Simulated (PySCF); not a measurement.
**Gas-phase thermal properties of BBr3**

Computed with PySCF (xtb for GFN2) and rigid-rotor harmonic-oscillator thermochemistry at 1 bar. 6-31G* has spherical d functions here. All species are closed-shell singlets. B3LYP is the form with VWN-RPA correlation. Br: all electrons, no relativistic terms. The harmonic model lacks anharmonicity and excited electronic states, which grow with temperature; levels with a mode under 35 cm⁻¹ are left out.

```json
[
 {"level": "B3LYP/6-31G*", "point group": "D3h", "σ": "6", "ZPE (kJ/mol)": "15.5", "S°298 (J/mol/K)": "324.8", "Cp298 (J/mol/K)": "67.9", "S°1000 (J/mol/K)": "416.7", "H1000 − H298 (kJ/mol)": "54.2"},
 {"level": "GFN2-xTB", "point group": "D3h", "σ": "6", "ZPE (kJ/mol)": "14.2", "S°298 (J/mol/K)": "327.4", "Cp298 (J/mol/K)": "69.5", "S°1000 (J/mol/K)": "420.5", "H1000 − H298 (kJ/mol)": "54.7"},
 {"level": "HF/6-31G*", "point group": "D3h", "σ": "6", "ZPE (kJ/mol)": "16.6", "S°298 (J/mol/K)": "322.4", "Cp298 (J/mol/K)": "66.7", "S°1000 (J/mol/K)": "413.4", "H1000 − H298 (kJ/mol)": "53.7"},
 {"level": "PBE/def2-SVP", "point group": "D3h", "σ": "6", "ZPE (kJ/mol)": "15.4", "S°298 (J/mol/K)": "325.4", "Cp298 (J/mol/K)": "68.0", "S°1000 (J/mol/K)": "417.3", "H1000 − H298 (kJ/mol)": "54.2"},
 {"level": "PBE0/def2-TZVP", "point group": "D3h", "σ": "6", "ZPE (kJ/mol)": "15.8", "S°298 (J/mol/K)": "324.2", "Cp298 (J/mol/K)": "67.5", "S°1000 (J/mol/K)": "415.8", "H1000 − H298 (kJ/mol)": "54.0"}
]
```
σ: rotational symmetry number. Electronic degeneracy used: 1. Frequencies are unscaled.
